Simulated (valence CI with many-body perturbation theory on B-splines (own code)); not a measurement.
## Questions on Kr¹⁵⁺

Calculated by valence CI with perturbative core correlation (CI+MBPT): three valence electrons over a frozen Dirac-Fock core [Ar], a basis of 7 s, 7 p, 8 d, 6 f, 4 g, 1 h functions for each j, with the one-electron correlation potential Σ1 (screened to all orders), the two-electron term Σ2, the three-electron term Σ3, Breit, model QED; selected single and double excitations, second order for the rest, scaled by the run's own slope (own B-spline code, finite nucleus).

No measured spectrum was set against this ion. As an estimate, terms of the open shell hold to 2 to 4 % of their energy, and close levels can change places. Only levels of the ground parity were solved; by the run's estimate the other parity begins above the list, which can be wrong where configurations are misplaced.

Rates and lifetimes use the calculated energies. Strong lines usually hold to 10 to 20 %, long lifetimes can be off by a factor of two.

Problem. What is the ground level?

Solution. 3d³ ⁴F_3/2, composition 96 % 3d³ ⁴F + 3 % 3d³ ²D, g = 0.412.

Problem. What is the ionisation energy?

Solution. 540.39 eV; NIST lists 540 ± 3 eV (theoretical).

Problem. How well does LS coupling describe the low levels?

Solution. Among the lowest 19 levels the leading LS term, summed over configurations, holds 87 % on average. For single configurations the figures are 87 % in LS and 69 % in jj coupling. Terms mix most in the J = 3/2 level at 62643 cm⁻¹, where the leading one holds 54 %.

Problem. How is the term ⁴F of the ground level split?

Solution. J = 3/2 at 0.0, J = 5/2 at 5909, J = 7/2 at 12549, J = 9/2 at 19250 cm⁻¹.
